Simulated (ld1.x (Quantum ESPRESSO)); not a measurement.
## How hard is this beryllium RRKJ potential?

```json
{
  "Element": "beryllium (Be)",
  "Generator": "ld1.x (Quantum ESPRESSO) 7.5",
  "Type": "norm-conserving RRKJ (Kleinman–Bylander form)",
  "Functional": "PBE",
  "Relativity": "non-relativistic",
  "Frozen core": "[He]",
  "Valence charge": "2",
  "Reference configuration": "2s1 2p1",
  "Partial waves": "2s (bound): rc 2.10 bohr; 2p (bound): rc 2.45 bohr; 3d channel at 0.3 Ry: rc 2.40 bohr",
  "Local potential": "the d channel",
  "Core correction": "none",
  "rho0": "0.02"
}
```

The pseudo-atom Hamiltonian at the reference potential is diagonalised in spherical Bessel functions j_l(qr) that vanish at 20 bohr, with q² up to the cutoff. All-electron valence levels (Ry): 2s -0.4530, 2p -0.1863.

Task: How do the lowest levels (Ry) of each channel move with the cutoff, and are there ghosts?

Result:

| cutoff (Ry) | s #1 | p #1 | p #2 | d #1 | d #2 | f #1 | f #2 | Σ f·Δε (mRy) |
| --- | --- | --- | --- | --- | --- | --- | --- | --- |
| 8 | -0.4385 | -0.1748 | 0.0235 | 0.0505 | 0.1403 | 0.1029 | 0.2274 | 26.1 |
| 10 | -0.4391 | -0.1807 | 0.0227 | 0.0505 | 0.1403 | 0.1029 | 0.2274 | 19.5 |
| 12 | -0.4392 | -0.1840 | 0.0222 | 0.0505 | 0.1403 | 0.1029 | 0.2274 | 16.1 |
| 15 | -0.4398 | -0.1860 | 0.0220 | 0.0505 | 0.1403 | 0.1029 | 0.2274 | 13.5 |
| 18 | -0.4428 | -0.1863 | 0.0219 | 0.0505 | 0.1403 | 0.1029 | 0.2274 | 10.2 |
| 21 | -0.4456 | -0.1863 | 0.0219 | 0.0505 | 0.1403 | 0.1029 | 0.2274 | 7.3 |
| 25 | -0.4484 | -0.1863 | 0.0219 | 0.0505 | 0.1403 | 0.1029 | 0.2274 | 4.6 |
| 30 | -0.4513 | -0.1863 | 0.0219 | 0.0505 | 0.1403 | 0.1029 | 0.2274 | 1.7 |
| 35 | -0.4526 | -0.1863 | 0.0219 | 0.0505 | 0.1403 | 0.1029 | 0.2274 | 0.4 |
| 40 | -0.4529 | -0.1863 | 0.0219 | 0.0505 | 0.1403 | 0.1029 | 0.2274 | 0.0 |
| 45 | -0.4530 | -0.1863 | 0.0219 | 0.0505 | 0.1403 | 0.1029 | 0.2274 | 0.0 |
| 400 | -0.4530 | -0.1863 | 0.0219 | 0.0505 | 0.1403 | 0.1029 | 0.2274 | 0.0 |

Result: no extra level below or beside the all-electron valence levels (s, p, d, f tested); 10 mRy is reached at 21 Ry and 1 mRy at 35 Ry.
